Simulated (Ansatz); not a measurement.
Ansatz (a first-principles code) input (B3LYP/6-31G*):

Ansatz 0.2 input:
```yaml
crystal:
  periodic: [false, false, false]
  atoms:
    - {symbol: N, position_ang: [2.48031300, -0.42102900, -0.13724300]}
    - {symbol: Si, position_ang: [1.06016700, 0.23699400, 0.46340100]}
    - {symbol: N, position_ang: [-0.43995900, -0.60344000, -0.35157000]}
    - {symbol: Si, position_ang: [-2.06327800, 0.30786800, -0.18869400]}
    - {symbol: H, position_ang: [3.01293000, -0.00298400, -0.88485700]}
    - {symbol: H, position_ang: [2.97774600, -1.17668600, 0.30873200]}
    - {symbol: H, position_ang: [0.84109700, 1.62672000, 0.04553600]}
    - {symbol: H, position_ang: [0.79881000, -0.08218500, 1.87076600]}
    - {symbol: H, position_ang: [-0.22698500, -0.74661500, -1.34170300]}
    - {symbol: H, position_ang: [-0.53250000, -1.54525600, 0.03553900]}
    - {symbol: H, position_ang: [-2.07080700, 0.75036700, 1.21247700]}
    - {symbol: H, position_ang: [-1.94087600, 1.40237300, -1.15921800]}
    - {symbol: H, position_ang: [-3.09833400, -0.68252400, -0.51147300]}
basis:
  gaussian:
    orbitals: 6-31G*
hamiltonian:
  xc: {name: B3LYP}
total_charge: 1
relax: {f_tol: 0.003, max_steps: 120}
```

Output:

```
Functional definition: B3LYP
integrals: 0.04 GiB planned
978 factors; integrals over basis functions are off by at most 6.5e-4 eV
mean field: 0.33 GiB planned
mean field evaluation 1: about -18861.1830 eV, gradient 9.1e1 eV
mean field evaluation 2: about -18835.0957 eV, gradient 1.3e2 eV
mean field evaluation 4: about -18876.9678 eV, gradient 1.1e1 eV
mean field evaluation 8: about -18877.2049 eV, gradient 2.8e-1 eV
mean field evaluation 16: about -18877.2051 eV, gradient 1.3e-5 eV
mean field -18877.20507778 eV, -693.7244911793 hartree, gradient 1.3e-5 eV, S^2 0.000000; 0 other end points of the search recorded, 0 dependent functions left out
the calculation of the forces begins
reference -18877.20534509 eV, -693.7245010027 hartree; 25, 25 occupied and 61, 61 virtual orbitals, 978 factors
relax step   1: F+E_penalty+E_count = -18877.20507778 eV  Δ(F+E_penalty+E_count) = +0.000e0 eV  max|allowed force component| = 2.325e-1 eV/Å  Δτ_max = 0.0000 Å  (25 SCF iters, accepted)
these checks for a lower state are left out or cut short: starts, cluster_reference, orbital_swaps, neighbouring_geometries, increment
integrals: 0.04 GiB planned
978 factors; integrals over basis functions are off by at most 6.6e-4 eV
mean field: 0.32 GiB planned
mean field -18877.21645790 eV, -693.7249093910 hartree, gradient 5.3e-5 eV, S^2 0.000000; 0 other end points of the search recorded, 0 dependent functions left out
the calculation of the forces begins
reference -18877.21672656 eV, -693.7249192640 hartree; 25, 25 occupied and 61, 61 virtual orbitals, 978 factors
relax step   2: F+E_penalty+E_count = -18877.21645790 eV  Δ(F+E_penalty+E_count) = -1.138e-2 eV  max|allowed force component| = 1.556e-1 eV/Å  Δτ_max = 0.0290 Å  (25 SCF iters, accepted)
these checks for a lower state are left out or cut short: starts, cluster_reference, orbital_swaps, neighbouring_geometries, increment
integrals: 0.04 GiB planned
978 factors; integrals over basis functions are off by at most 6.6e-4 eV
mean field: 0.32 GiB planned
mean field -18877.21935871 eV, -693.7250159937 hartree, gradient 5.4e-5 eV, S^2 0.000000; 0 other end points of the search recorded, 0 dependent functions left out
the calculation of the forces begins
reference -18877.21962828 eV, -693.7250259002 hartree; 25, 25 occupied and 61, 61 virtual orbitals, 978 factors
relax step   3: F+E_penalty+E_count = -18877.21935871 eV  Δ(F+E_penalty+E_count) = -2.901e-3 eV  max|allowed force component| = 2.603e-2 eV/Å  Δτ_max = 0.0175 Å  (26 SCF iters, accepted)
these checks for a lower state are left out or cut short: starts, cluster_reference, orbital_swaps, neighbouring_geometries, increment
integrals: 0.04 GiB planned
978 factors; integrals over basis functions are off by at most 6.6e-4 eV
mean field: 0.32 GiB planned
mean field evaluation 32: about -18877.2195 eV, gradient 1.4e-5 eV
mean field -18877.21946015 eV, -693.7250197214 hartree, gradient 1.4e-5 eV, S^2 0.000000; 0 other end points of the search recorded, 0 dependent functions left out
the calculation of the forces begins
reference -18877.21972978 eV, -693.7250296301 hartree; 25, 25 occupied and 61, 61 virtual orbitals, 978 factors
relax step   4: F+E_penalty+E_count = -18877.21946015 eV  Δ(F+E_penalty+E_count) = -1.014e-4 eV  max|allowed force component| = 6.590e-3 eV/Å  Δτ_max = 0.0074 Å  (21 SCF iters, accepted)
these checks for a lower state are left out or cut short: starts, cluster_reference, orbital_swaps, neighbouring_geometries, increment
integrals: 0.04 GiB planned
978 factors; integrals over basis functions are off by at most 6.6e-4 eV
mean field: 0.32 GiB planned
mean field -18877.21950046 eV, -693.7250212031 hartree, gradient 1.1e-5 eV, S^2 0.000000; 0 other end points of the search recorded, 0 dependent functions left out
the calculation of the forces begins
reference -18877.21977012 eV, -693.7250311126 hartree; 25, 25 occupied and 61, 61 virtual orbitals, 978 factors
relax step   5: F+E_penalty+E_count = -18877.21950046 eV  Δ(F+E_penalty+E_count) = -4.032e-5 eV  max|allowed force component| = 6.374e-3 eV/Å  Δτ_max = 0.0042 Å  (21 SCF iters, accepted)
these checks for a lower state are left out or cut short: starts, cluster_reference, orbital_swaps, neighbouring_geometries, increment
integrals: 0.04 GiB planned
978 factors; integrals over basis functions are off by at most 6.6e-4 eV
mean field: 0.32 GiB planned
mean field -18877.21954068 eV, -693.7250226811 hartree, gradient 5.1e-6 eV, S^2 0.000000; 0 other end points of the search recorded, 0 dependent functions left out
the calculation of the forces begins
reference -18877.21981034 eV, -693.7250325908 hartree; 25, 25 occupied and 61, 61 virtual orbitals, 978 factors
relax step   6: F+E_penalty+E_count = -18877.21954068 eV  Δ(F+E_penalty+E_count) = -4.022e-5 eV  max|allowed force component| = 6.229e-3 eV/Å  Δτ_max = 0.0091 Å  (23 SCF iters, accepted)
these checks for a lower state are left out or cut short: starts, cluster_reference, orbital_swaps, neighbouring_geometries, increment
integrals: 0.04 GiB planned
978 factors; integrals over basis functions are off by at most 6.6e-4 eV
mean field: 0.32 GiB planned
mean field -18877.21957245 eV, -693.7250238484 hartree, gradient 7.2e-6 eV, S^2 0.000000; 0 other end points of the search recorded, 0 dependent functions left out
the calculation of the forces begins
reference -18877.21984211 eV, -693.7250337582 hartree; 25, 25 occupied and 61, 61 virtual orbitals, 978 factors
relax step   7: F+E_penalty+E_count = -18877.21957245 eV  Δ(F+E_penalty+E_count) = -3.177e-5 eV  max|allowed force component| = 5.067e-3 eV/Å  Δτ_max = 0.0111 Å  (21 SCF iters, accepted)
these checks for a lower state are left out or cut short: starts, cluster_reference, orbital_swaps, neighbouring_geometries, increment
integrals: 0.04 GiB planned
978 factors; integrals over basis functions are off by at most 6.7e-4 eV
mean field: 0.32 GiB planned
mean field -18877.21960702 eV, -693.7250251191 hartree, gradient 1.7e-5 eV, S^2 0.000000; 0 other end points of the search recorded, 0 dependent functions left out
the calculation of the forces begins
reference -18877.21987669 eV, -693.7250350291 hartree; 25, 25 occupied and 61, 61 virtual orbitals, 978 factors
relax step   8: F+E_penalty+E_count = -18877.21960702 eV  Δ(F+E_penalty+E_count) = -3.458e-5 eV  max|allowed force component| = 6.145e-3 eV/Å  Δτ_max = 0.0190 Å  (21 SCF iters, accepted)
these checks for a lower state are left out or cut short: starts, cluster_reference, orbital_swaps, neighbouring_geometries, increment
integrals: 0.04 GiB planned
978 factors; integrals over basis functions are off by at most 6.7e-4 eV
mean field: 0.32 GiB planned
mean field -18877.21962215 eV, -693.7250256752 hartree, gradient 1.2e-5 eV, S^2 0.000000; 0 other end points of the search recorded, 0 dependent functions left out
the calculation of the forces begins
reference -18877.21989184 eV, -693.7250355859 hartree; 25, 25 occupied and 61, 61 virtual orbitals, 978 factors
relax step   9: F+E_penalty+E_count = -18877.21962215 eV  Δ(F+E_penalty+E_count) = -1.513e-5 eV  max|allowed force component| = 4.533e-3 eV/Å  Δτ_max = 0.0089 Å  (20 SCF iters, accepted)
these checks for a lower state are left out or cut short: starts, cluster_reference, orbital_swaps, neighbouring_geometries, increment
integrals: 0.04 GiB planned
978 factors; integrals over basis functions are off by at most 6.7e-4 eV
mean field: 0.32 GiB planned
mean field evaluation 64: about -18877.2196 eV, gradient 1.1e-1 eV
mean field -18877.21962817 eV, -693.7250258961 hartree, gradient 7.7e-5 eV, S^2 0.000000; 0 other end points of the search recorded, 0 dependent functions left out
the calculation of the forces begins
reference -18877.21989786 eV, -693.7250358070 hartree; 25, 25 occupied and 61, 61 virtual orbitals, 978 factors
relax step  10: F+E_penalty+E_count = -18877.21962817 eV  Δ(F+E_penalty+E_count) = -6.012e-6 eV  max|allowed force component| = 2.524e-3 eV/Å  Δτ_max = 0.0033 Å  (18 SCF iters, accepted)
integrals: 0.04 GiB planned
978 factors; integrals over basis functions are off by at most 6.7e-4 eV
mean field: 0.32 GiB planned
mean field -18877.21962817 eV, -693.7250258961 hartree, gradient 7.7e-5 eV, S^2 0.000000; 1 other end points of the search recorded, 0 dependent functions left out
the calculation of the forces begins
reference -18877.21989786 eV, -693.7250358070 hartree; 25, 25 occupied and 61, 61 virtual orbitals, 978 factors
Total energy: -18877.21989786 eV, -693.7250358070 hartree
Atom 0 at     2.503564    -0.440836    -0.144988 Å, force    -0.001124     0.002117     0.000401 eV/Å
Atom 1 at     1.089387     0.253193     0.461086 Å, force     0.001422     0.000707    -0.000117 eV/Å
Atom 2 at    -0.446676    -0.591696    -0.341856 Å, force    -0.000956    -0.002524     0.000419 eV/Å
Atom 3 at    -2.100070     0.304936    -0.187010 Å, force     0.000308     0.001525    -0.000824 eV/Å
Atom 4 at     3.050808    -0.020673    -0.887296 Å, force    -0.000067    -0.001247     0.000160 eV/Å
Atom 5 at     2.997196    -1.196571     0.315624 Å, force    -0.000739     0.000197     0.000169 eV/Å
Atom 6 at     0.889788     1.641372     0.015557 Å, force     0.000548    -0.000188     0.000128 eV/Å
Atom 7 at     0.829470    -0.050684     1.877164 Å, force     0.000187    -0.000576    -0.000596 eV/Å
Atom 8 at    -0.237531    -0.745222    -1.336138 Å, force    -0.000495     0.000767     0.000261 eV/Å
Atom 9 at    -0.534549    -1.536071     0.052597 Å, force     0.000272     0.000059    -0.000175 eV/Å
Atom 10 at    -2.151512     0.710028     1.229020 Å, force     0.000267    -0.000456    -0.000922 eV/Å
Atom 11 at    -1.975520     1.430064    -1.129341 Å, force    -0.000773    -0.000500     0.000761 eV/Å
Atom 12 at    -3.116030    -0.694238    -0.562725 Å, force     0.001150     0.000120     0.000336 eV/Å
Dipole moment:     0.017413    -0.360686    -0.224274 e Å
```

The dipole moment of an ion depends on the origin.

The geometry given is a B3LYP-D3(BJ)/def2-TZVP minimum.
